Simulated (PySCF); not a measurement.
**Electric properties by functional and basis**

Species: C3H9NSi.
SMILES: `C=CC[SiH2]N`

PySCF, dipoles from the SCF density, polarisabilities from static response with core orbitals frozen. One conformer (not necessarily the lowest) at the PBE0-D3(BJ)/def2-SVP geometry, without solvent, vibrations or thermal averaging.

The anisotropy is √(½[(α1 − α2)² + (α2 − α3)² + (α3 − α1)²]).

```json
{"level": "LDA/def2-SVPD", "μ (D)": "0.832", "α (Å³)": "11.66", "anisotropy (Å³)": "3.92"}
{"level": "PBE/def2-SVPD", "μ (D)": "0.825", "α (Å³)": "11.46", "anisotropy (Å³)": "3.86"}
{"level": "B3LYP/def2-SVPD", "μ (D)": "0.806", "α (Å³)": "11.12", "anisotropy (Å³)": "3.69"}
{"level": "PBE0/def2-SVPD", "μ (D)": "0.811", "α (Å³)": "11.02", "anisotropy (Å³)": "3.67"}
{"level": "BHandHLYP/def2-SVPD", "μ (D)": "0.803", "α (Å³)": "10.72", "anisotropy (Å³)": "3.56"}
{"level": "CAM-B3LYP/def2-SVPD", "μ (D)": "0.809", "α (Å³)": "10.92", "anisotropy (Å³)": "3.56"}
{"level": "wB97X-D/def2-SVPD", "μ (D)": "0.816", "α (Å³)": "10.94", "anisotropy (Å³)": "3.52"}
{"level": "LC-wPBE/def2-SVPD", "μ (D)": "0.822", "α (Å³)": "10.64", "anisotropy (Å³)": "3.43"}
{"level": "HF/def2-SVPD", "μ (D)": "0.823", "α (Å³)": "10.35", "anisotropy (Å³)": "3.49"}
{"level": "PBE0/6-31G*", "μ (D)": "1.011", "α (Å³)": "8.82", "anisotropy (Å³)": "4.05"}
{"level": "PBE0/6-31+G*", "μ (D)": "0.860", "α (Å³)": "10.34", "anisotropy (Å³)": "3.65"}
{"level": "PBE0/def2-SVP", "μ (D)": "1.040", "α (Å³)": "9.38", "anisotropy (Å³)": "4.08"}
{"level": "PBE0/aug-cc-pVDZ", "μ (D)": "0.769", "α (Å³)": "11.35", "anisotropy (Å³)": "3.69"}
{"level": "PBE0/def2-TZVP", "μ (D)": "0.903", "α (Å³)": "10.53", "anisotropy (Å³)": "3.90"}
{"level": "PBE0/def2-TZVPD", "μ (D)": "0.803", "α (Å³)": "11.25", "anisotropy (Å³)": "3.68"}
```

The dipole runs from 0.77 D (PBE0/aug-cc-pVDZ) to 1.04 D (PBE0/def2-SVP). No reference polarisability is at hand; against PBE0 in the largest diffuse basis at hand (def2-TZVPD) the other PBE0 rows deviate by 6-31G* -22%, 6-31+G* -8%, def2-SVP -17%, def2-SVPD -2%, aug-cc-pVDZ +1%, def2-TZVP -6%. In one basis (def2-SVPD) the functionals order the polarisability from HF (lowest) to LDA (highest), a spread of 13%. With PBE0 the polarisability is 9.58 Å³ without diffuse functions (mean of 6-31G*, def2-SVP and def2-TZVP) and 10.99 Å³ with them (mean of 6-31+G*, def2-SVPD, aug-cc-pVDZ and def2-TZVPD).
